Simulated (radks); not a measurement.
The tungsten ion W+, configuration [Xe] 4f14 5d3 6s1 6p1 (not the ground configuration). Method: Dirac Kohn-Sham, LDA (Slater exchange, Perdew-Zunger correlation), spin-unpolarised, spherical densities, point nucleus; open shells are shared between the two j in proportion to 2j + 1; computed with a radial shooting solver on a logarithmic mesh with Libxc functionals.

Unscreened Slater integrals over Kohn-Sham orbitals (hartree). Large and small components are both included. Empty in this configuration: 7s1/2.

\begin{tabular}{lr}
integral & value \\ \hline
F0(6p3/2,6p3/2) & 0.24021 \\
F2(6p3/2,6p3/2) & 0.13051 \\
F0(6p3/2,6p1/2) & 0.24920 \\
G2(6p3/2,6p1/2) & 0.13292 \\
F0(6p3/2,6s1/2) & 0.26887 \\
G1(6p3/2,6s1/2) & 0.15752 \\
F0(6p3/2,5d5/2) & 0.29196 \\
F2(6p3/2,5d5/2) & 0.10025 \\
G1(6p3/2,5d5/2) & 0.054385 \\
G3(6p3/2,5d5/2) & 0.042085 \\
F0(6p3/2,7s1/2) & 0.16149 \\
G1(6p3/2,7s1/2) & 0.025168 \\
F0(6p1/2,6p1/2) & 0.25975 \\
F0(6p1/2,6s1/2) & 0.28334 \\
G1(6p1/2,6s1/2) & 0.18385 \\
F0(6p1/2,5d5/2) & 0.31210 \\
G3(6p1/2,5d5/2) & 0.054868 \\
F0(6p1/2,7s1/2) & 0.16377 \\
G1(6p1/2,7s1/2) & 0.019427 \\
F0(6s1/2,6s1/2) & 0.31752 \\
F0(6s1/2,5d5/2) & 0.36542 \\
G2(6s1/2,5d5/2) & 0.10697 \\
F0(6s1/2,7s1/2) & 0.16891 \\
G0(6s1/2,7s1/2) & 0.010018 \\
F0(5d5/2,5d5/2) & 0.47976 \\
F2(5d5/2,5d5/2) & 0.24556 \\
F4(5d5/2,5d5/2) & 0.16075 \\
F0(5d5/2,7s1/2) & 0.17675 \\
G2(5d5/2,7s1/2) & 0.011688 \\
F0(7s1/2,7s1/2) & 0.13530 \\
\end{tabular}
